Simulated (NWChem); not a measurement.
System: CH4F2O2Si; SMILES [Si](O)(F)(F)OC

The following NWChem deck was run.

```
start job
memory heap 200 mb stack 900 mb global 1100 mb
geometry units angstroms noautoz
  C      0.001751     2.306250    -0.088101
  O      0.718900     1.099000     0.133627
  Si     0.065556    -0.399062     0.043141
  O     -1.342436    -0.441272     0.901496
  F      1.169414    -1.431771     0.613621
  F     -0.223688    -0.861828    -1.487610
  H     -0.961525     2.320606     0.466252
  H     -0.208227     2.459106    -1.169526
  H      0.626438     3.149712     0.266968
  H     -1.924296    -1.204946     0.746996
end
basis spherical
  * library def2-svp
end
dft
  xc b3lyp
  iterations 150
  mulliken
end
task dft energy
```

NWChem printed, in part:

```
             Northwest Computational Chemistry Package (NWChem) 7.3.0
             --------------------------------------------------------

 C1  symmetry detected

                             Geometry "geometry" -> ""
                             -------------------------

 Output coordinates in angstroms (scale by  1.889725989 to convert to a.u.)

  No.       Tag          Charge          X              Y              Z
 ---- ---------------- ---------- -------------- -------------- --------------
    1 C                    6.0000     0.06147567     2.31323982    -0.08754558
    2 O                    8.0000     0.74708621     1.07153348     0.00743912
    3 Si                  14.0000     0.01704715    -0.39340841     0.02240895
    4 O                    8.0000    -1.22867730    -0.37965663     1.10360178
    5 F                    9.0000     1.14994217    -1.48265891     0.39726894
    6 F                    9.0000    -0.54489890    -0.82509120    -1.44008197
    7 H                    1.0000    -0.79420020     2.36619985     0.61986381
    8 H                    1.0000    -0.31817090     2.48776790    -1.11824641
    9 H                    1.0000     0.77611939     3.12270923     0.16100946
   10 H                    1.0000    -1.86392314    -1.11366197     1.04591148

 Effective nuclear repulsion energy (a.u.)     344.4037456389

                                 NWChem DFT Module
                                 -----------------

 Summary of "ao basis" -> "ao basis" (spherical)
 ------------------------------------------------------------------------------
       Tag                 Description            Shells   Functions and Types
 ---------------- ------------------------------  ------  ---------------------
 C                          def2-svp                 6       14   3s2p1d
 O                          def2-svp                 6       14   3s2p1d
 Si                         def2-svp                 8       18   4s3p1d
 F                          def2-svp                 6       14   3s2p1d
 H                          def2-svp                 3        5   2s1p

            General Information
            -------------------
          SCF calculation type: DFT
          Wavefunction type:  closed shell.
          No. of atoms     :    10
          No. of electrons :    58
           Alpha electrons :    29
            Beta electrons :    29
          Charge           :     0
          Spin multiplicity:     1
          Use of symmetry is: off; symmetry adaption is: off
          Maximum number of iterations: 150
          AO basis - number of functions:   108
                     number of shells:    50
          Convergence on energy requested:  1.00D-06
          Convergence on density requested:  1.00D-05
          Convergence on gradient requested:  5.00D-04

              XC Information
              --------------
                         B3LYP Method XC Potential
                     Hartree-Fock (Exact) Exchange  0.200
                        Slater Exchange Functional  0.800 local
                    Becke 1988 Exchange Functional  0.720 non-local
              Lee-Yang-Parr Correlation Functional  0.810
                  VWN I RPA Correlation Functional  0.190 local

             Grid Information
             ----------------
          Grid used for XC integration:  medium
          Radial quadrature: Mura-Knowles
          Angular quadrature: Lebedev.
          Tag              B.-S. Rad. Rad. Pts. Rad. Cut. Ang. Pts.
          ---              ---------- --------- --------- ---------
          C                   0.70       49          11.0       434
          O                   0.60       49          11.0       434
          Si                  1.10       88          10.0       590
          F                   0.50       49          12.0       434
          H                   0.35       45          12.0       434
          Grid pruning is: on
          Number of quadrature shells:   513
          Spatial weights used:  Erf1

      Superposition of Atomic Density Guess
      -------------------------------------

 Sum of atomic energies:        -676.32780137

      Non-variational initial energy
      ------------------------------

 Total energy =    -678.115849
 1-e energy   =   -1622.724378
 2-e energy   =     600.204784
 HOMO         =      -0.394844
 LUMO         =       0.032425

     ---------------------------------------------
      Total Density - Mulliken Population Analysis
     ---------------------------------------------

    Atom       Charge   Shell Charges
 -----------   ------   -------------------------------------------------------
    1 C    6     5.85   1.99  0.92  0.23  1.81  0.86  0.05
    2 O    8     8.78   1.99  1.09  0.68  3.03  1.98  0.01
    3 Si  14    12.09   2.00  1.99  0.66  0.02  5.93  0.75  0.34  0.41
    4 O    8     8.75   1.99  1.10  0.64  3.06  1.95  0.00
    5 F    9     9.56   1.99  1.14  0.78  3.50  2.14  0.00
    6 F    9     9.57   1.99  1.14  0.78  3.50  2.15  0.00
    7 H    1     0.93   0.69  0.22  0.02
    8 H    1     0.93   0.69  0.22  0.02
    9 H    1     0.92   0.69  0.21  0.02
   10 H    1     0.64   0.51  0.07  0.06

   convergence    iter        energy       DeltaE   RMS-Dens  Diis-err
 ---------------- ----- ----------------- --------- --------- ---------
 d= 0,ls=0.0,diis     1   -679.8433180620 -1.02D+03  1.37D-02  1.18D+00
 d= 0,ls=0.0,diis     2   -679.8097281591  3.36D-02  6.73D-03  1.83D+00
 d= 0,ls=0.0,diis     3   -679.9679740727 -1.58D-01  8.36D-04  2.66D-02
 d= 0,ls=0.0,diis     4   -679.9699395811 -1.97D-03  3.24D-04  1.91D-03
 d= 0,ls=0.0,diis     5   -679.9700825901 -1.43D-04  1.11D-04  4.88D-04
  Resetting Diis
 d= 0,ls=0.0,diis     6   -679.9701285020 -4.59D-05  1.93D-05  1.18D-05
 d= 0,ls=0.0,diis     7   -679.9701295226 -1.02D-06  1.10D-05  1.02D-06
 d= 0,ls=0.0,diis     8   -679.9701294496  7.29D-08  6.13D-06  1.77D-06

[...]
```

Level: B3LYP/def2-SVP. Geometry: optimised at PBE-D3(BJ)/def2-SVP.
